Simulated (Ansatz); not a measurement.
Consider the redistribution: `C[SiH](C)[AlH][NH2]` + `BNC=C` → `BN[SiH](C)C` + `C=[CH][AlH][NH2]`.

Isolated molecules relaxed with PBE0-D4/def2-TZVP in Ansatz; ΔE leaves out vibrations. CCSD(T)/CBS is the MP2 limit (def2-TZVPP, def2-QZVPP) plus CCSD(T) − MP2 in def2-TZVPP, frozen cores. Functionals use def2-TZVPP. B3LYP here is the variant with VWN-RPA as its local correlation; programs differ in this. One conformer a species, not always the lowest.

| level | ΔE (kJ/mol) | difference from CCSD(T)/CBS |
| --- | --- | --- |
| PBE-D4 | -64.6 | 33.2 |
| r2SCAN-D4 | -84.9 | 12.9 |
| PBE0-D4 | -73.3 | 24.5 |
| B3LYP-D4 | -88.3 | 9.5 |
| ωB97X-V | -89.9 | 7.9 |
| ωB97M-V | -100.8 | -3.0 |
| B2PLYP | -93.5 | 4.3 |
| PBE | -62.2 | 35.6 |
| r2SCAN | -84.4 | 13.4 |
| PBE0 | -71.4 | 26.4 |
| B3LYP | -84.5 | 13.3 |
| HF/def2-TZVPP | -105.1 | -7.3 |
| MP2/def2-TZVPP | -103.9 | -6.1 |
| SCS-MP2/def2-TZVPP | -103.4 | -5.6 |
| CCSD/def2-TZVPP | -97.9 | -0.1 |
| CCSD(T)/def2-TZVPP | -95.7 | 2.1 |
| HF/def2-QZVPP | -106.6 | -8.8 |
| MP2/def2-QZVPP | -105.6 | -7.8 |
| SCS-MP2/def2-QZVPP | -105.3 | -7.5 |
| HF/CBS(def2) | -106.8 | -9.0 |
| MP2/CBS(def2) | -106.0 | -8.2 |
| CCSD/CBS(def2) | -100.0 | -2.2 |
| CCSD(T)/CBS | -97.8 | 0 |

Largest T1 diagnostic among the species: 0.013.

The D4 term adds −3.9 kJ/mol with B3LYP and −1.9 kJ/mol with PBE0; it sums over pairs of atoms, weighted by their polarisabilities, and B3LYP, whose exchange is more repulsive, gets the larger term. From PBE to PBE0 (25 % exact exchange), in def2-TZVPP and without D4, ΔE moves by −9.3 kJ/mol.
